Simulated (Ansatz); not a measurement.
Program: Ansatz. Geometries: PBE0-D4/def2-TZVP. ΔE: electronic, gas phase. CCSD(T)/CBS adds triple-zeta CCSD(T) − MP2 to the extrapolated MP2 energy (def2 sets, frozen cores). This one scheme is used for every species. Functionals use def2-TZVPP. B3LYP here is the variant with VWN-RPA as its local correlation; programs differ in this. HSE06 is defined as in plane-wave codes. One conformer a species, not always the lowest.

Consider the ligand exchange at the Si–N bond: `N[Si](F)(F)Cl` + H₂S → `F[Si](F)(S)Cl` + NH₃.

`N[Si](F)(F)Cl`:

Cartesian coordinates in Å:
```
N 0.738 -0.693 0.405
Si -0.314 0.490 -0.149
F -0.923 1.248 1.092
F 0.492 1.505 -1.048
Cl -1.888 -0.137 -1.267
H 1.405 -1.126 -0.212
H 0.490 -1.287 1.178
```

H₂S:

Z-matrix (Å, degrees):
```
S
H 1 1.341
H 1 1.341 2 92.3
```

`F[Si](F)(S)Cl`:

Z-matrix (Å, degrees):
```
Si
F 1 1.575
S 1 2.095 2 106.6
F 1 1.577 2 107.6 3 120.6
Cl 1 2.020 2 109.4 3 -123.8
H 3 1.345 1 92.5 2 -175.9
```

NH₃:

Z-matrix (Å, degrees):
```
N
H 1 1.013
H 1 1.013 2 107.1
H 1 1.013 2 107.1 3 -114.5
```

(1) Is it downhill or uphill in electronic energy at CCSD(T)/CBS, and by how much? (An estimate is asked.)

(2) What do these levels give: revPBE-D4, B3LYP-D4, r2SCAN0-D4, BHLYP-D4, r2SCAN, HSE06, BHLYP, CAM-B3LYP, MP2/def2-SVP, CCSD/def2-SVP, SCS-MP2/def2-TZVPP, MP2/def2-QZVPP? (An estimate is asked.)

Largest T1 diagnostic among the species: 0.011.

## Answers

(1) Computed: Uphill: ΔE = +16.1 kJ/mol.

(2) The calculation gave: revPBE-D4 4.5, B3LYP-D4 16.6, r2SCAN0-D4 17.0, BHLYP-D4 21.7, r2SCAN 14.1, HSE06 12.4, BHLYP 25.8, CAM-B3LYP 24.8, MP2/def2-SVP 21.6, CCSD/def2-SVP 25.0, SCS-MP2/def2-TZVPP 19.1, MP2/def2-QZVPP 14.2 kJ/mol.

From r2SCAN to r2SCAN0 (25 % exact exchange), in def2-TZVPP and without D4, ΔE moves by +3.3 kJ/mol. In def2-TZVPP, CCSD(T) changes the Hartree–Fock value by −13.6 kJ/mol (the triples alone add −3.3 kJ/mol) and MP2 by −16.9 kJ/mol.
